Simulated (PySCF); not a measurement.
**Zr: excitation energy**

Zr [Kr] 4d2 5s2 (3F) → Zr [Kr] 4d3 5s1 (5F), as a difference of total energies. Computed with PySCF 2.14 in x2c-TZVPPall (8s6p6d2f1g, 79 functions), with the spin-free X2C one-electron Hamiltonian (Gaussian nucleus). Correlated levels: valence and next inner shell: [Ar] 3d10 frozen. The calculations carry no spin-orbit coupling.

```csv
method,excitation energy (eV)
UHF,0.003
MP2 (valence and next inner shell),0.425
SCS-MP2 (valence and next inner shell),0.835
CCSD (valence and next inner shell),0.532
CCSD(T) (valence and next inner shell),0.629
```

Task: How much does correlation contribute at CCSD(T) (valence and next inner shell)?

Result: 0.629 − (0.003) = 0.626 eV, measured against UHF.

Errors of the correlated levels include the incompleteness of this basis and the frozen core.

For comparison: 0.588 eV (measured; NIST levels, between the centres of gravity of the two terms).
